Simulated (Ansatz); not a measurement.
`CO[SiH3]` + `O[Si]F` → `F[Si]O[SiH3]` + CH₃OH at 700 K and 1 bar (ligand exchange at the Si–O bond).

Calculated with Ansatz (gas phase, PBE0-D4/def2-TZVP geometries, no zero-point term in ΔE). CCSD(T)/CBS adds triple-zeta CCSD(T) − MP2 to the extrapolated MP2 energy (def2 sets, frozen cores). This one scheme is used for every species. One conformer a species, not always the lowest.

```csv
species,CCSD(T)/CBS energy (Eh),H − E (kJ/mol),S (J/(mol·K))
`CO[SiH3]`,-405.93001,235.1,385.6
`O[Si]F`,-464.72778,80.2,319.6
`F[Si]O[SiH3]`,-755.04483,146.2,431.2
CH₃OH,-115.61712,170.8,288.5
```

H − E and S are ideal-gas, rigid-rotor, harmonic terms from PBE0-D4/def2-TZVP, for one conformer and one mirror image of each species. 1 Eh = 2625.50 kJ/mol, R = 8.31446 J/(mol·K).

Q: By hand: ΔE, ΔH, ΔS and ΔG.

A: ΔE = (-755.04483) + (-115.61712) − (-405.93001) − (-464.72778) = -0.00416 Eh = -10.9 kJ/mol. Δ(H − E) = 146.2 + 170.8 − 235.1 − 80.2 = 1.7, so ΔH = -9.2 kJ/mol. ΔS = 431.2 + 288.5 − 385.6 − 319.6 = 14.5 J/(mol·K). ΔG = -9.2 − 700 × (14.5)/1000 = -19.4 kJ/mol.

Q: By hand: the equilibrium constant, and the temperature at which ΔG would vanish if ΔH and ΔS stayed fixed.

A: log₁₀ K = −ΔG/(RT ln 10) = 1.4. ΔH and −TΔS have one sign here, so there is no such temperature.

TΔS isn't small against ΔH here. A doubt of 5 kJ/mol in ΔE shifts log₁₀ K by 0.4 here. Other conformers and mirror images would add mixing entropy, several J/(mol·K) or more a flexible species. Modes under 60 cm⁻¹, often nearly free rotors, make the harmonic entropy too high. These are equilibria of isolated gas molecules and say nothing of rates. Largest T1 diagnostic: 0.015 (customary marks: 0.02 for closed shells, 0.045 for open ones).
